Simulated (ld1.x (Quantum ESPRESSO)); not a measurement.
## samarium, RRKJ: configuration errors across variants

* Element: samarium
* Generator: ld1.x (Quantum ESPRESSO) 7.5
* Type: norm-conserving RRKJ (Kleinman–Bylander form)
* Functional: PBEsol
* Relativity: scalar-relativistic
* Frozen core: [Kr] 4d10 5s2
* Valence charge: 14
* Reference configuration: 4f6 5p6 5d0 6s0 6p0 (charge +2)
* Partial waves: 5p (bound): rc 2.40 bohr; 5d (bound, empty): rc 3.55 bohr; 4f (bound): rc 1.50 bohr; 6s (bound, empty): rc 2.95 bohr
* Local potential: the s channel
* Core correction: a·sin(br)/r model core, default radius (core density twice the valence density)

All-electron excitation energies from the reference (eV): (1) 4f6 5p6 5d0 6s1 6p0 -10.987; (2) 4f5 5p6 5d0 6s0 6p0 23.882; (3) 4f6 5p5 5d0 6s2 6p0 11.241.

The default core radius of the base comes out at 0.95 bohr.

Tests that are not counted but printed errors over 1 eV. “base”: 4f6 5p6 5d1 6s1 6p0 (solver errors, printed error -1590 eV); 4f7 5p6 5d0 6s0 6p0 (solver errors, printed error -1555 eV); 2 more. “all radii but the core radius scaled by about 0.93 (s 2.74, p 2.24, d 3.30, f 1.40 bohr)”: 4f7 5p6 5d0 6s0 6p0 (solver errors, printed error -1558 eV); 4f6 5p6 5d0 6s2 6p0 (pseudo-atom not self-consistent, printed error -1549 eV); 2 more. “wave 4f (bound): rc 1.50 bohr becomes 4f (bound): rc 1.02 bohr”: 4f7 5p6 5d0 6s0 6p0 (solver errors, printed error -1629 eV). “wave 5p (bound): rc 2.40 bohr becomes 5p (bound): rc 2.48 bohr”: 4f6 5p6 5d1 6s1 6p0 (solver errors, printed error -1592 eV); 4f7 5p6 5d0 6s0 6p0 (solver errors, printed error -1557 eV); 2 more. “wave 5d (bound): rc 3.55 bohr becomes 5d (bound): rc 3.86 bohr”: 4f6 5p6 5d1 6s1 6p0 (solver errors, printed error -1588 eV); 4f7 5p6 5d0 6s0 6p0 (solver errors, printed error -1555 eV); 2 more.

3 further variants failed, have other tests or another functional or relativity, and are left out.

Errors AE − PS in meV (a dash: test not solved or not reliable):

```csv
change,(1),(2),(3),bound ghosts
base,+2.5,-672,-312,none
"all radii but the core radius scaled by about 0.93 (s 2.74, p 2.24, d 3.30, f 1.40 bohr)",+6.4,-787,-235,none
wave 4f (bound): rc 1.50 bohr becomes 4f (bound): rc 1.02 bohr,+2.0,-1151,-312,none
wave 5p (bound): rc 2.40 bohr becomes 5p (bound): rc 2.48 bohr,+2.5,-664,-317,none
wave 5d (bound): rc 3.55 bohr becomes 5d (bound): rc 3.86 bohr,+2.5,-672,-312,none
core correction a·sin(br)/r model core inside 1.66 bohr,+2.7,-602,-310,none
```

Problem. Give the same row for: wave 6s (bound): rc 2.95 bohr becomes 6s (bound): rc 3.58 bohr.

Solution. +1.0, -674, -349; bound ghosts: none. Not counted: 4f6 5p6 5d1 6s1 6p0 (solver errors, printed error -1587 eV); 4f7 5p6 5d0 6s0 6p0 (solver errors, printed error -1555 eV); 2 more.
